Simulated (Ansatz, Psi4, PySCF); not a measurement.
HfO2 (SMILES [O]=[Hf]=[O]), singlet, geometry from GFN2-xTB (such geometries of metal compounds can be far from the true shape) (core potentials on Hf), atoms displaced at random by about 0.08 Å a coordinate. Base run: PBE/def2-SVP, gradient (PySCF).

Input for PySCF:
```python
from pyscf import gto, scf, dft

mol = gto.Mole()
mol.atom = '''
    Hf    0.148570   -0.123424    0.135568
    O     0.521338    0.588122   -1.383974
    O    -1.588235    0.157864    0.434014
'''
mol.basis = 'def2-svp'
mol.ecp = {'Hf': 'def2-svp'}
mol.charge = 0
mol.spin = 0
mol.verbose = 4
mol.build()

mf = dft.RKS(mol)
mf.xc = 'pbe'
mf.kernel()
g = mf.nuc_grad_method()
grad = g.kernel()
```

Programs used: Ansatz (an electronic-structure program), Psi4, PySCF; a row that names a program was run with it.

The coordinate followed is z of atom 3.

Variants of this job, named by their change:

| change | dE/dx (Eh/bohr) | net force (Eh/bohr) |
|---|---|---|
| base | 0.000682 | 0.000237 |
| finite difference step (bohr) = 1e-3; conv_tol = 1e-11 | 0.000673 | - |
| finite difference step (bohr) = 0.2; conv_tol = 1e-11 | 0.000878 | - |
| grids.level = 1; grid_response = off | 0.001029 | 0.000987 |
| grids.level = 1; grid_response = on | 0.000887 | 0.000000 |
| code = psi4 | 0.000987 | 0.001225 |
| grids.level = 0; grid_response = off | 0.000751 | 0.002293 |
| code = ansatz | 0.000670 | 0.000000 |
| finite difference step (bohr) = 1e-4; conv_tol = 1e-11 | 0.000673 | - |
| density fitting = on; auxbasis_response = off | 0.000860 | 0.001565 |
| conv_tol = 1e-4 | 0.000578 | 0.000237 |
| conv_tol = 1e-6 | 0.000696 | 0.000237 |

The net force is zero for an exact gradient.
